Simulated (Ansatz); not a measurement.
Consider the ligand exchange at a Ga–C bond: `C=C[CH2][GaH][Cl]` + H₂S → `[SH][GaH][Cl]` + `C=CC`.

Isolated molecules relaxed with PBE0-D4/def2-TZVP in Ansatz; ΔE leaves out vibrations. CCSD(T)/CBS adds triple-zeta CCSD(T) − MP2 to the extrapolated MP2 energy (def2 sets, frozen cores). This one scheme is used for every species. DFT in def2-TZVPP. For Ga outer-core shells are correlated without core-valence functions, which leaves a few kJ/mol of doubt a bond. Scalar relativity is left out up to krypton. One conformer a species, not always the lowest.

`C=C[CH2][GaH][Cl]`:

```xyz
11

C     0.464   -1.613    0.379
C     0.122   -0.797   -0.618
C    -0.902    0.282   -0.542
Ga    0.199    1.733    0.211
Cl   -0.081    2.048    2.328
H    -0.039   -1.579    1.340
H     1.249   -2.348    0.257
H     0.669   -0.872   -1.556
H    -1.701    0.055    0.164
H    -1.322    0.530   -1.516
H     1.342    2.562   -0.446
```

H₂S:

```xyz
3

S     0.241    0.534   -0.203
H    -0.359    0.158    0.937
H     0.119   -0.692   -0.734
```

`[SH][GaH][Cl]`:

Cartesian coordinates in Å:
```
S 0.137 -1.489 0.711
Ga 0.003 0.543 -0.080
Cl 0.503 2.059 1.344
H -0.237 -2.051 -0.452
H -0.406 0.938 -1.523
```

`C=CC`:

Z-matrix (Å, degrees):
```
C
C 1 1.490
H 1 1.095 2 111.0
H 1 1.095 2 111.0 3 118.3
H 1 1.092 2 111.5 3 -120.8
C 2 1.325 1 125.1 3 120.8
H 2 1.088 1 116.2 3 -59.2
H 6 1.084 2 121.6 1 -180.0
H 6 1.086 2 121.4 1 0.0
```

| level | ΔE (eV) |
| --- | --- |
| BLYP-D4 | -1.00 |
| BHLYP-D4 | -1.09 |
| CAM-B3LYP | -1.09 |
| SCS-MP2/def2-TZVPP | -1.02 |

Question: What does CCSD(T)/CBS give? (Best estimate.)

Answer: The calculation gave: -1.01 eV. The listed levels differ from it by 0.01, -0.08, -0.08, -0.01 eV.

Largest T1 diagnostic among the species: 0.012.

In def2-TZVPP, CCSD(T) changes the Hartree–Fock value by +0.21 eV (the triples alone add +0.02 eV) and MP2 by +0.22 eV. Leaving LDA and LC-ωPBE aside and taking each functional with its dispersion term where it has one, the values, not all of them listed here, spread over 0.11 eV, from B97M-V to revPBE-D4. LDA lies +0.07 eV from PBE without D4.
